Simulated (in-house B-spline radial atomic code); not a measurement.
How numerical settings move a run on Fe, [Ar] 3d6 4s2. Computed with a B-spline radial code for spherical atoms: scalar-relativistic (X2C) CAM-B3LYP, spherical fractional occupations, Fermi nucleus of rms radius 3.7377 fm.

Command:
```bash
python run_scf.py task.json out
```
Settings of the sound reference run:
```
Z                26
electrons        26
configuration    [Ar] 3d6 4s2
hamiltonian      x2c
method           camb3lyp
spin_polarised   False
nucleus          fermi
rms_radius       3.7377
mass_number      56
atomic_mass      55.93494
speed_of_light   137.036
knot_spacing     0.22
spline_order     8
gauss_points     12
box_radius       50
max_iterations   70
damping          0.5
damped_steps     3
diis_vectors     10
tolerance        1e-08
start            Thomas-Fermi
```

Run time, properties included: 0.54 s on 1 thread of Intel(R) Xeon(R) 6975P-C, on a shared host.

It converges in 12 iterations to -1272.225766 hartree, with 4s at -7.20174 eV. The other runs change the listed settings, some to values that make no sense; their results aren't properties of the atom or ion. Radii are in bohr (the nuclear one in fm), a minus after a letter asks for a j subshell, and «unchanged» means within 1e-8 hartree. The run stops when the residual is below 10 × tolerance × max(1, Z/10), or a noise floor if that is larger, and the energy moves by less than 1e-8 × √|E| hartree; so very loose and very tight tolerances often act alike.

| changed settings | outcome |
| --- | --- |
| box_radius = 10 | converged in 11 iterations, energy +2.71e-04 hartree from the reference, 4s level +1.7e-02 eV (the program warns: 4s reaches the box edge; 3d reaches the box edge) |
| box_radius = 3 | converged in 9 iterations, energy +1.44e+00 hartree from the reference, 4s level +2.1e+01 eV (the program warns: 4s has a positive eigenvalue: unbound, held by the box; 3d has a positive eigenvalue: unbound, held by the box) |
| knot_spacing = 2, max_iterations = 75, damping = 0.2, damped_steps = 1 | converged in 9 iterations, energy +2.37e+02 hartree from the reference, 4s level +1.2e+00 eV (the program warns: 2s reaches the box edge; 3s reaches the box edge) |
| spline_order = 6 | converged in 12 iterations, energy +2.00e-07 hartree from the reference, 4s level +4.9e-07 eV |
| first_knot = 0.00385 | converged in 12 iterations, energy -3.07e-03 hartree from the reference, 4s level -2.1e-05 eV |
| spline_order = 5 | converged in 12 iterations, energy +1.26e-05 hartree from the reference, 4s level +2.3e-06 eV |
| knot_spacing = 0.4, spline_order = 4, gauss_points = 5, box_radius = 25, max_iterations = 60 | converged in 12 iterations, energy +2.33e-02 hartree from the reference, 4s level +3.1e-03 eV |
| box_radius = 7.5 | converged in 11 iterations, energy +5.57e-03 hartree from the reference, 4s level +2.2e-01 eV (the program warns: 4s reaches the box edge; 3d reaches the box edge) |
| box_radius = 100 | converged in 12 iterations, energy -1.17e-07 hartree from the reference |
| hamiltonian = dirac, method = hf, speed_of_light = 28.61312 | converged in 12 iterations to -1653.9348 hartree, a different physical problem |
| spline_order = 3 | converged in 12 iterations, energy +2.78e-02 hartree from the reference, 4s level +2.8e-03 eV |
| spline_order = 7 | converged in 12 iterations, energy +1.93e-07 hartree from the reference, 4s level +5.6e-07 eV |
| knot_spacing = 0.15, box_radius = 100, max_iterations = 75 | converged in 11 iterations, energy +1.57e-07 hartree from the reference, 4s level -6.3e-06 eV |
| spline_order = 4 | converged in 12 iterations, energy +4.23e-04 hartree from the reference, 4s level +5.2e-05 eV |
| max_iterations = 12, damped_steps = 8, diis_vectors = 1, tolerance = 0.001 | converged in 12 iterations, energy +1.87e-07 hartree from the reference, 4s level -1.0e-03 eV |
| box_radius = 5 | converged in 10 iterations, energy +1.05e-01 hartree from the reference, 4s level +2.4e+00 eV (the program warns: 4s reaches the box edge; 3p reaches the box edge) |
| first_knot = 0.115 | converged in 12 iterations, energy +8.12e-01 hartree from the reference, 4s level +5.5e-03 eV |
| first_knot = 0.0115 | converged in 12 iterations, energy +4.82e-03 hartree from the reference, 4s level +3.3e-05 eV |
| electrons = 34, configuration = [Ar] 3d6 4s2 6s2 6p6, max_iterations = 75 | converged in 18 iterations to -1271.2692 hartree, a different physical problem (warning: 4s has a positive eigenvalue: unbound, held by the box) |
| first_knot = 3.85e-06 | converged in 11 iterations, energy +1.56e-06 hartree from the reference, 4s level -7.8e-06 eV |

(1) What happens with box_radius = 2?

(2) What happens with first_knot = 3.85e-05?

(3) What happens with first_knot = 0.0385?

(4) What happens with knot_spacing = 0.15, max_iterations = 75, diis_vectors = 1?

## Answers

(1) Converged in 8 iterations, energy +8.43e+00 hartree from the reference, 4s level +9.6e+01 eV (the program warns: 4s has a positive eigenvalue: unbound, held by the box; 3d has a positive eigenvalue: unbound, held by the box).

(2) Converged in 12 iterations, energy -3.61e-07 hartree from the reference, 4s level -7.7e-07 eV.

(3) Converged in 12 iterations, energy +9.10e-02 hartree from the reference, 4s level +6.2e-04 eV.

(4) Not converged after 75 iterations, last residual 7.6e-01, last energy +2.52e+01 hartree from the reference.
